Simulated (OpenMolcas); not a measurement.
## Lines of Er²⁺: computed and rescaled rates

```
Program             : OpenMolcas 26.06
Method              : SS-CASPT2, IPEA 0.25 Eh, imaginary shift 0.1 Eh (closed shells correlated: 5s 5p)
Basis               : ANO-R3 [10s8p5d5f3g2h]
Scalar Hamiltonian  : X2C, finite nucleus
Active space        : 12 electrons in 7 orbitals (4f)
State averaging     : 2S+1 = 3 even, 21 roots; 2S+1 = 1 even, 28 roots (27 in the spin-orbit step)
Spin-orbit coupling : state interaction with AMFI integrals over the reference wave functions, term energies averaged over their components
```

Rates come from the transition moments of the reference wave functions (E1 and E2 in the length form). At fixed line strength A goes as λ^-3 for E1 and M1 and as λ^-5 for E2, so a rate at the computed wavelength can be rescaled to the measured one. Measured vacuum wavelengths follow from level energies in Martin, Zalubas and Hagan, Atomic Energy Levels: The Rare-Earth Elements, NSRDS-NBS 60 (1978); the list in Deprince et al., Eur. Phys. J. D 78, 105 (2024). Branching counts decays inside the model space alone, at computed energies, and the table is only a selection of the E2 and M1 lines, drawn from those between levels with measured partners whose computed energy lies within a factor of 1.5 of the measured one.

```json
{"Upper": "4f12 3F2", "Lower": "4f12 3F3", "Type": "M1", "λ computed (nm)": "10870", "λ measured (nm)": "13380", "A computed (s-1)": "2.32e-02", "A rescaled (s-1)": "1.24e-02", "Branching %": "98.9"}
{"Upper": "4f12 3H4 [62 %]", "Lower": "4f12 3H5", "Type": "M1", "λ computed (nm)": "2638", "λ measured (nm)": "2621", "A computed (s-1)": "1.09e+00", "A rescaled (s-1)": "1.11e+00", "Branching %": "31.0"}
{"Upper": "4f12 3F4 [65 %]", "Lower": "4f12 3H6", "Type": "E2", "λ computed (nm)": "2043", "λ measured (nm)": "1968", "A computed (s-1)": "2.44e-05", "A rescaled (s-1)": "2.94e-05", "Branching %": "100.0"}
{"Upper": "4f12 3H4 [62 %]", "Lower": "4f12 3F4 [65 %]", "Type": "M1", "λ computed (nm)": "1669", "λ measured (nm)": "1753", "A computed (s-1)": "2.43e+00", "A rescaled (s-1)": "", "Branching %": "68.9"}
{"Upper": "4f12 1G4 [60 %]", "Lower": "4f12 3F3", "Type": "M1", "λ computed (nm)": "1577", "λ measured (nm)": "1692", "A computed (s-1)": "4.97e-01", "A rescaled (s-1)": "", "Branching %": "2.3"}
{"Upper": "4f12 3H5", "Lower": "4f12 3H6", "Type": "M1", "λ computed (nm)": "1409", "λ measured (nm)": "1435", "A computed (s-1)": "9.47e+00", "A rescaled (s-1)": "8.96e+00", "Branching %": "99.8"}
{"Upper": "4f12 3F3", "Lower": "4f12 3F4 [65 %]", "Type": "M1", "λ computed (nm)": "1352", "λ measured (nm)": "1353", "A computed (s-1)": "6.90e+00", "A rescaled (s-1)": "6.88e+00", "Branching %": "99.7"}
{"Upper": "4f12 1G4 [60 %]", "Lower": "4f12 3H4 [62 %]", "Type": "M1", "λ computed (nm)": "1291", "λ measured (nm)": "1316", "A computed (s-1)": "3.99e+00", "A rescaled (s-1)": "", "Branching %": "18.8"}
{"Upper": "4f12 3F2", "Lower": "4f12 3F4 [65 %]", "Type": "E2", "λ computed (nm)": "1203", "λ measured (nm)": "1229", "A computed (s-1)": "2.69e-04", "A rescaled (s-1)": "2.42e-04", "Branching %": "1.1"}
{"Upper": "4f12 1G4 [60 %]", "Lower": "4f12 3H5", "Type": "M1", "λ computed (nm)": "867", "λ measured (nm)": "876.1", "A computed (s-1)": "1.53e+01", "A rescaled (s-1)": "", "Branching %": "72.1"}
{"Upper": "4f12 1G4 [60 %]", "Lower": "4f12 3F4 [65 %]", "Type": "M1", "λ computed (nm)": "728", "λ measured (nm)": "751.8", "A computed (s-1)": "1.45e+00", "A rescaled (s-1)": "", "Branching %": "6.8"}
```

Spin-changing lines and M1 lines between different terms are not rescaled, since their strength hangs on the term gaps too.

The largest correction is for 4f12 3F2 → 4f12 3F3 (M1): 2.32e-02 × (10870 / 13380)^3 = 1.24e-02 s-1, a factor of 0.54.

The computed rate and branching of 4f12 3F4 [65 %] → 4f12 3H6 give the upper level a radiative lifetime of 1.000 / 2.44e-05 s-1 = 4.10e+04 s, counting decays inside the model space alone. The rescaled rate gives about 3.4e+04 s.

These are rates of the free ion; in crystals, glasses and complexes forced electric-dipole and non-radiative decay shorten such lifetimes by orders of magnitude. No measured rate stands beside these. Rescaling mends the energy factor alone: line strengths can still be far off where a level mixes with configurations outside the active space, and weak or spin-changing lines hang on small mixing coefficients that depend on the term gaps too, so rescaling need not improve them.

Term energies are means over components that CASPT2 splits; among the terms shown or strongly mixed into the levels shown the widest spread is 530 cm-1 (4f12 1G). Some high roots are left out of the spin-orbit mixing, which shifts the levels that they would mix with. Computed and measured levels are paired by configuration, term and J; levels that our copy of the source lacks, or whose pairing is in doubt (as where it misses far off the trend of its configuration), stay unpaired. Levels of configurations outside the active space are missing.

A share in square brackets marks a mixed level and gives the weight of the term that names it.
